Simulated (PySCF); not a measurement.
# Bonding in `C=CC1=C(CF)C1`

Compound: C6H7F.
Numbering: `[CH2:1]=[CH:2][C:3]1=[C:4]([CH2:5][F:6])[CH2:7]1` (hydrogens: H8, H9 on C1; H10 on C2; H11, H12 on C5; H13, H14 on C7)

Geometry (GFN2-xTB, Å), atoms numbered from 1 in this order:
```xyz
14
C6H7F angstrom
C      2.1071    1.5742    0.6598
C      1.6102    0.4309    0.1906
C      0.2180    0.1854    0.0761
C     -0.7937   -0.5837   -0.2471
C     -1.3833   -1.8228   -0.7555
F     -0.4183   -2.7348   -1.1161
C     -1.1520    0.7675    0.2970
H      3.1667    1.7432    0.7388
H      1.4601    2.3748    0.9780
H      2.2588   -0.3747   -0.1301
H     -2.0067   -2.3056    0.0103
H     -1.9912   -1.6319   -1.6512
H     -1.5473    0.8474    1.3040
H     -1.5289    1.5297   -0.3767
```

Bond orders from the PBE0/pcSseg-1 density (PySCF). The structure is a single GFN2-xTB conformer in the gas phase; no vibrational or solvent corrections.

Q: Where do the orders between heavy atoms depart from those drawn in the SMILES?

A: The largest departure is 0.430, at C3–C4 (drawn double, 1.570). Drawn single, order above 1.12: C2–C3 (1.154). Drawn double or triple, more than 0.30 short of the drawn order: C3–C4 (1.570).

Q: Give the Mayer order of every bond between heavy atoms, beside its length.

A: 
| bond | drawn as | length (Å) | Mayer order |
| --- | --- | --- | --- |
| C1–C2 | double | 1.332 | 1.883 |
| C2–C3 | single | 1.418 | 1.154 |
| C3–C4 | double | 1.311 | 1.570 |
| C4–C5 | single | 1.463 | 1.074 |
| C5–F6 | single | 1.376 | 0.902 |
| C4–C7 | single | 1.500 | 0.913 |
| C7–C3 | single | 1.505 | 0.912 |

By pair of heavy elements: C–C: lowest C7–C3 and C4–C7 (0.912, 1.505 Å), highest C1–C2 (1.883, 1.332 Å); in 1 of the 15 pairs the longer bond (by over 0.003 Å) has the higher order (by 0.02 or more). Bonds named together lie within 0.004.

Q: And the bonds to hydrogen?

A: C–H: 0.93 to 0.95 (7 bonds).

Q: Sum the orders of all bonds at each heavy atom with more than one neighbour and set the sums beside the valence in the SMILES.

A: C1 3.786 (drawn 4), C2 3.990 (drawn 4), C3 3.636 (drawn 4), C4 3.557 (drawn 4), C5 3.830 (drawn 4), C7 3.723 (drawn 4). Orders between atoms that aren't bonded are not in these sums.

For a closed shell the Mayer order of atoms A and B is Σ (PS)μν (PS)νμ over the basis functions μ on A and ν on B, with P the density and S the overlap matrix.
